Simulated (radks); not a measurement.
The numbers below are computed, except where a source is named.
Species: the iodine ion I2+. Configuration: [Kr] 4d10 5s1.75 5p3 4f0.25 (fractional occupations, a model configuration). Level of theory: Dirac Kohn-Sham, LDA (Slater exchange, Perdew-Wang correlation), spin-unpolarised, spherical densities, point nucleus; open shells are shared between the two j in proportion to 2j + 1 (a radial shooting solver on a logarithmic mesh with Libxc functionals).

Spin-orbit splittings of the eigenvalues, e(l+1/2) - e(l-1/2), with zeta = 2 splitting/(2l+1) and mean radii in bohr:

| shell | occ. | splitting (eV) | zeta (eV) | <r> j=l-1/2 | <r> j=l+1/2 |
|---|---|---|---|---|---|
| 2p | 6 | ? | ? | 0.09850 | 0.1042 |
| 3p | 6 | 56.12 | 37.42 | 0.3043 | 0.3159 |
| 3d | 10 | 11.82 | 4.726 | 0.2866 | 0.2903 |
| 4p | 6 | 11.05 | 7.368 | 0.7723 | 0.8009 |
| 4d | 10 | 1.734 | 0.6937 | 0.9121 | 0.9235 |
| 4f | 0.25 | 0.01258 | 0.003594 | 4.137 | 4.160 |
| 5p | 3 | 1.358 | 0.9051 | 2.131 | 2.211 |

Estimate the 2p splitting.

Answer. 298.3 eV (zeta = 198.9 eV).
